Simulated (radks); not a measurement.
Au II, configuration [Xe] 4f13 5d10 6p1 (not the ground configuration). All-electron calculation, Dirac Kohn-Sham, PBE, spin-unpolarised, spherical densities, point nucleus; open shells fill j = l - 1/2 first. Program: a radial shooting solver on a logarithmic mesh with Libxc functionals.

Radial electron density D(r) = 4 pi r^2 rho(r):

```
   r/bohr * D(r) (the largest magnitude, 147, reaches the edge; | marks zero)
0.0008652 |  *
 0.001007 |   *
 0.001182 |    *
 0.001376 |     *
 0.001615 |       *
  0.00188 |         *
 0.002206 |           *
 0.002568 |              *
 0.003014 |                 *
 0.003508 |                    *
 0.004117 |                        *
 0.004793 |                           *
 0.005625 |                               *
 0.006548 |                                   *
 0.007684 |                                      *
 0.008946 |                                         *
   0.0105 |                                          *
  0.01222 |                                          *
  0.01434 |                                         *
   0.0167 |                                       *
  0.01944 |                                      *
  0.02281 |                                     *
  0.02655 |                                      *
  0.03116 |                                          *
  0.03628 |                                              *
  0.04257 |                                                   *
  0.04956 |                                                      *
  0.05816 |                                                     *
  0.06771 |                                                 *
  0.07945 |                                            *
   0.0925 |                                          *
   0.1085 |                                            *
   0.1264 |                                                 *
   0.1483 |                                                  *
   0.1726 |                                              *
   0.2026 |                                     *
   0.2358 |                             *
   0.2768 |                           *
   0.3222 |                              *
   0.3781 |                                *
   0.4402 |                             *
   0.5124 |                      *
   0.6014 |              *
   0.7001 |          *
   0.8215 |        *
   0.9564 |       *
    1.122 |      *
    1.307 |    *
    1.533 |  *
    1.785 | *
    2.095 |*
    2.439 |*
    2.862 *
    3.332 *
     3.91 *
    4.551 *
    5.341 *
    6.218 *
    7.297 *
    8.495 *
    9.968 *
```

D(r) has 4 maxima, at r = 0.0114, 0.0520, 0.144, 0.372 bohr, and minima at 0.0223, 0.0925, 0.266 bohr, inside which lie 2.02, 11.03, 30.01 electrons.
